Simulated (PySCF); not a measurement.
Species: C4H9PSSi2.
SMILES with atom numbers: `[SiH3:1][PH:2][SiH2:3][c:4]1[cH:5][cH:6][cH:7][s:8]1` (hydrogens: H9, H10, H11 on Si1; H12 on P2; H13, H14 on Si3; H15 on C5; H16 on C6; H17 on C7)

Computed with PySCF at PBE0/def2-SVPD, non-relativistic, on one gas-phase PBE0-D3(BJ)/def2-SVP geometry that isn't relaxed in the solvent. The solvent is an IEF-PCM continuum (cavity from Bondi-type radii × 1.2), and excitations are vertical TDDFT with non-equilibrium linear response and a frozen core. Specific hydrogen bonds and non-electrostatic terms are outside this model.

Gas-phase singlets (H = HOMO, L = LUMO):

```tsv
state	E (eV)	λ (nm)	f	leading configuration
S1	5.254	236	0.195	H→L 89%
S2	5.550	223	0.018	H-2→L 46%
S3	5.647	220	0.063	H-1→L 50%
S4	5.809	213	0.003	H→L+1 80%
S5	6.071	204	0.020	H→L+2 35%
```

Task: What are the lowest 5 singlets in acetonitrile (ε = 35.69)?

Result: 
```
state  E (eV)  λ (nm)      f  leading configuration  change by rank (eV)
   S1   5.223     237  0.279                H→L 92%               -0.031
   S2   5.564     223  0.026              H-2→L 75%               +0.014
   S3   5.644     220  0.070              H-1→L 82%               -0.003
   S4   5.835     212  0.005              H→L+1 83%               +0.026
   S5   6.100     203  0.020              H→L+2 43%               +0.029
```

Task: The ground-state energy changes by -0.128 eV from gas to acetonitrile. By how much does the total energy of gas-phase S1 change?

Result: E(S1) = E(S0) + excitation energy, so it changes by -0.128 − 0.031 = -0.159 eV: it is lowered more than the ground state, which is what a red shift means. This is the vertical state, with the slow part of the continuum still set for S0.

Task: How do the frontier levels move from gas to acetonitrile?

Result: 
| orbital | gas (eV) | solvent (eV) | change (eV) | Löwdin shares, gas | Löwdin shares, solvent |
| --- | --- | --- | --- | --- | --- |
| LUMO+2 | 0.14 | 0.16 | +0.02 | P2 27 %, Si1 25 %, H10 9 %, Si3 9 % | P2 31 %, Si1 26 %, H10 10 %, Si3 8 % |
| LUMO+1 | -0.09 | -0.03 | +0.06 | P2 26 %, Si3 21 %, S8 9 %, Si1 8 % | P2 25 %, Si3 21 %, S8 9 %, Si1 8 % |
| LUMO | -1.01 | -0.97 | +0.04 | S8 20 %, C4 20 %, C7 19 %, C5 14 % | S8 20 %, C4 20 %, C7 18 %, C5 14 % |
| HOMO | -6.99 | -6.95 | +0.04 | C4 21 %, C7 21 %, P2 17 %, C5 11 % | C4 22 %, C7 22 %, P2 14 %, C5 12 % |
| HOMO-1 | -7.46 | -7.46 | 0.00 | P2 49 %, Si1 9 %, Si3 8 %, C4 6 % | P2 48 %, Si1 9 %, Si3 8 %, S8 6 % |
| HOMO-2 | -7.50 | -7.47 | +0.03 | S8 40 %, C6 20 %, C5 18 %, C7 8 % | S8 36 %, C6 20 %, C5 16 %, C7 8 % |
| HOMO-3 | -8.53 | -8.49 | +0.04 | P2 34 %, Si1 20 %, Si3 17 %, H9 9 % | P2 34 %, Si1 20 %, Si3 17 %, H9 9 % |

The HOMO–LUMO gap goes from 5.97 to 5.98 eV.

Shape of the structure used: `[SiH3:1][PH:2][SiH2:3][c:4]1[cH:5][cH:6][cH:7][s:8]1`: Si1–P2–Si3–C4 -57°, P2–Si3–C4–C5 -60°.
